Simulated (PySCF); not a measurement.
# What a mistake does to a calculation on CGeH5Si cation

These are calculations, not measurements. They come from PySCF 2.14.0, an open-source quantum chemistry program, on an isolated molecule that a program drew, which may never have been made. The molecule is CGeH5Si cation (charge +1, singlet), drawn as the SMILES string `C=[SiH][GeH2+]`.

Each row is a Hartree-Fock (HF) and frozen-core CCSD(T) single point in the cc-pV(D+d)Z basis, meant for a local HF minimum. Run 1 is clean. Each other run has one planted mistake out of seven kinds, and not every kind appears here: one electron removed, one electron added, multiplicity raised by two, geometry at a saddle point, minimal basis STO-3G, one bond length entered in bohr, all coordinates scaled. The reference is restricted for singlets and unrestricted otherwise, and also for a bond in bohr. Adding or removing an electron swaps singlet and doublet. Electrons count all cores. HOMO and LUMO are orbital energies over both spins, the gradient is its largest component, and the lowest frequency (negative if imaginary) is given only where the gradient is small. Bond lengths are over the 7 bonds as drawn. T1 is the CCSD diagnostic: over 0.02 (restricted) or 0.045 (unrestricted) a single reference is doubtful. Germanium has the cc-pVDZ-PP basis, with a core potential (ECP10MDF) in place of its 10 inner electrons, and its 3s, 3p and 3d shells are frozen in CCSD(T).

Geometry of the clean run:
```xyz
8
CGeH5Si cation, angstrom
C     0.0154   -0.4497    0.8517
Si   -0.7091    0.9784    0.2290
Ge   -1.9685    1.9279    1.9217
H    -0.1471   -0.7715    1.8748
H     0.6639   -1.0978    0.2698
H    -0.6206    1.5774   -1.0988
H    -2.0064    1.2372    3.2707
H    -2.7851    3.2017    1.8340
```

```
run  electrons  basis functions  <S^2>  HOMO (eV)  LUMO (eV)  gradient (hartree/bohr)  lowest frequency (cm^-1)  mean bond (Å)  longest bond (Å)      T1  HF (hartree)  CCSD(T) (hartree)                          mistake
  1         56               85  0.000     -13.68      -5.87                  3.2e-05                       133         1.5276             2.314  0.0183    -622.75763         -623.12959                         no fault
  2         56               85  1.611     -13.79      -5.58                  3.5e-02                         -         1.7203             2.865  0.0658    -622.67805         -623.01194  one bond length entered in bohr
  3         55               85  0.755     -22.03     -12.25                  3.6e-02                         -         1.5276             2.314  0.0136    -622.29702         -622.60964             one electron removed
  4         56               85  2.017     -12.92      -6.08                  5.5e-02                         -         1.5276             2.314  0.0135    -622.74856         -623.07743                                ?
  5         56               85  0.000     -14.45      -5.97                  7.0e-02                         -         1.4146             2.142  0.0160    -622.70794         -623.06913                                ?
```

**Which mistake was planted in run 4, and what did it cost?**

Electrons, basis and geometry are unchanged, and <S^2> is 2.017, beside S(S+1) = 2.00 for a multiplicity of 3. So the mistake is: multiplicity raised by two. Subtracting run 1 and multiplying by 627.51 kcal/mol a hartree, the energy moved by 5.7 kcal/mol in HF and 32.7 kcal/mol in CCSD(T).

**Which mistake was planted in run 5, and what did it cost?**

The mean and the longest bond both change by the same factor, 0.926, and the gradient is no longer small. So the mistake is: all coordinates scaled. Subtracting run 1 and multiplying by 627.51 kcal/mol a hartree, the energy moved by 31.2 kcal/mol in HF and 37.9 kcal/mol in CCSD(T).

Cautions from the logs. Run 2: T1 is over the limit, so its CCSD(T) energy is less reliable.
